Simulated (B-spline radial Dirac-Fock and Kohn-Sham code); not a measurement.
In the model described below, an L1 (2s) vacancy in Cu³⁺ in the configuration 1s2 2s2 2p6 3s2 3p6 3d8, lives for 0.10 fs, which corresponds to a natural width of 6.33 eV. Out of 1000 such holes, about 0.82 decay by emitting a photon, 933 by a Coster-Kronig transition that moves the hole within the L shell, and the rest by ordinary Auger emission. The strongest X-ray line is Lβ3 (L1-M3) at 1028.0 eV, with 63 % of the radiative rate. The strongest electron group is L1-L3M5 near 84 eV, with 26 % of the non-radiative rate. The Coster-Kronig yields by final subshell (the deeper hole where both stay in the shell) are L2 0.198, L3 0.735. Independent-particle models tend to overestimate Coster-Kronig rates.

Calculated with a B-spline atomic structure program, using a relativistic independent-particle model: LDA orbitals of the hole state, radiative multipoles to third order, Auger rates from the Coulomb interaction with a continuum orbital, Dirac-Fock energies.
